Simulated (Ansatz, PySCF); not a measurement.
Gas-phase reaction in SMILES: CC[O][GeH3] [ethoxygermane] + H+ -> CC[OH+][GeH3]
Structures are relaxed separately at B3LYP-D3(BJ)/def2-TZVP in Ansatz (an electronic-structure program), one conformer each, not searched for the lowest.
Geometry of the first species:
SMILES: CC[O][GeH3]
```xyz
12

C      2.8889    -0.1220     0.0285
C      1.5041    -0.0035    -0.5744
O      0.5411    -0.0702     0.4702
Ge    -1.1939     0.0443     0.0486
H      2.9927    -1.0698     0.5583
H      3.0651     0.6882     0.7374
H      3.6512    -0.0739    -0.7523
H      1.4112     0.9457    -1.1198
H      1.3388    -0.8127    -1.2989
H     -1.9285    -0.0620     1.3888
H     -1.4550     1.3955    -0.6493
H     -1.5584    -1.1130    -0.9047
```

Property: proton affinity (enthalpy at 298 K, with B3LYP-D3(BJ) rigid-rotor harmonic-oscillator terms from PySCF), positive where the reaction releases energy, in kcal/mol. Valence correlation only, unless marked. Spin-orbit coupling is left out. The frozen core is the preceding noble-gas configuration, with the filled d and f shells of earlier blocks. No relativistic terms. Basis-set limits of correlation are two-point, X^-3; Hartree-Fock from the larger set.

| level | program | proton affinity (kcal/mol) |
|---|---|---|
| BHLYP/def2-TZVPD | Ansatz | 204.0 |
| LC-wPBE-D3(BJ)/def2-TZVPD | Ansatz + dftd3 | 203.6 |
| LC-wPBE-D4/def2-TZVPD | Ansatz + dftd4 | 202.7 |
| B2GP-PLYP-D4/def2-TZVPD | Ansatz + dftd4 | 201.1 |
| B2PLYP-D4/def2-TZVPD | Ansatz + dftd4 | 201.1 |
| PBE-QIDH/def2-TZVPD | Ansatz | … |
| CCSD/cc-pVQZ | Ansatz | … |
| CCSD(T)/CBS(cc-pVTZ,cc-pVQZ) | Ansatz | … |

Q: What belongs in the gaps?

A: 
- PBE-QIDH/def2-TZVPD, proton affinity (kcal/mol): 201.8
- CCSD/cc-pVQZ, proton affinity (kcal/mol): 204.2
- CCSD(T)/CBS(cc-pVTZ,cc-pVQZ), proton affinity (kcal/mol): 202.2
